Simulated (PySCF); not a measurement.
## Structure from 2D NMR

Compound of formula C$_{6}$H$_{11}$B. Correlations simulated from computed shifts and couplings:

HSQC (one-bond C–H):
```
  δH    δC  ¹J(C,H) (Hz)
1.45  23.2           174
1.33  23.2           171
1.31  24.9           159
0.73  14.6           167
0.68  35.6           164
0.64   8.3           169
0.41   5.9           169
0.19   8.3           167
0.16   5.9           167
```

COSY cross peaks (|J| ≥ 2 Hz):
```
  δH    δH  abs. J (Hz)  bonds
7.31  1.31          9.0      3
1.45  1.33          4.0      2
1.45  1.31         10.0      3
1.45  0.68          8.1      3
1.33  1.31          6.3      3
1.33  0.68          6.6      3
1.31  0.68         10.0      3
0.73  0.68         11.0      3
0.73  0.64          9.4      3
0.73  0.41          9.4      3
0.73  0.19          5.5      3
0.73  0.16          5.7      3
0.64  0.41         10.2      3
0.64  0.19          5.5      2
0.64  0.16          6.6      3
0.41  0.19          6.4      3
0.41  0.16          5.5      2
0.19  0.16         10.6      3
```

HMBC (two and three bonds, |J| ≥ 2.5 Hz):
```
  δH  δC [abs. J in Hz]
7.31         24.9 [5.2]
1.45         14.6 [3.8]
1.33         14.6 [6.5]
1.31         14.6 [2.6]
0.73         23.2 [2.8]
0.68          8.3 [3.2]
0.64         35.6 [4.1]
0.41         35.6 [3.3]
0.19         35.6 [7.3]
0.16         35.6 [7.2]
```

Calculated, not measured (PySCF): geometry: PBE0-D3(BJ)/def2-SVP, GIAO PBE0/pcSseg-1 shieldings, spin–spin couplings from B3LYP/pcJ-1 (spin–dipole term only in couplings to heteroatoms). Relativity neglected, equivalent nuclei averaged, one conformer, no solvent.

Shifts are taken against calculated references (same method and geometry level): ¹H (σref 31.27), ¹³C (σref 184.41) against TMS.

Exchangeable hydrogens are left out of these lists, and C,H couplings along chains are those of one rotamer, so weak HMBC peaks may be missing or extra.

Q: Which molecule is this?

A: `B[C@@H]1C[C@@H]1C1CC1`.

Atoms are numbered as in `[BH2:1][C@@H:2]1[CH2:3][C@@H:4]1[CH:5]1[CH2:6][CH2:7]1`. Hydrogens are named by the atom that carries them. Ha(C3) is cis to B1 on the ring; Ha(C6), Ha(C7) are cis to C4 on the ring; Hb(C3) is trans to B1 on the ring; Hb(C6), Hb(C7) are trans to C4 on the ring.

1. δC 35.6 is C4, a three-membered-ring carbon (δH 0.68).
2. δC 24.9 is C2, a three-membered-ring carbon (δH 1.31).
3. δC 23.2 is C3, a three-membered-ring carbon (δH 1.45, 1.33).
4. δC 14.6 is C5, a three-membered-ring carbon (δH 0.73).
5. δC 8.3 is C6, a three-membered-ring carbon (δH 0.64, 0.19).
6. δC 5.9 is C7, a three-membered-ring carbon (δH 0.16, 0.41).
7. COSY links 7.31–1.31, 1.45–1.33, 1.45–1.31, 1.45–0.68, 1.33–1.31, 1.33–0.68.

The shifts were computed for this structure.

Hydrogens on boron are broadened and split by ¹¹B (spin 3/2, 80 %) and 10B (spin 3). A carbon bonded to boron is broadened by the quadrupolar boron nucleus and is often missing from a measured spectrum. Unscaled 3J(H,H) at this level run about 10 % above measured values. Shifts are as computed. Against solution values, carbons near 30 ppm lie about +2 ppm off and those near 130 ppm about +5 ppm. Of 1309 compounds with measured shifts, 239 miss one by over three times the rms of a fit or turn the order of signals round; such compounds aren't used in these exercises. Vicinal couplings across rotatable single bonds and in flexible rings belong to the one computed conformer; a conformer average would change them.
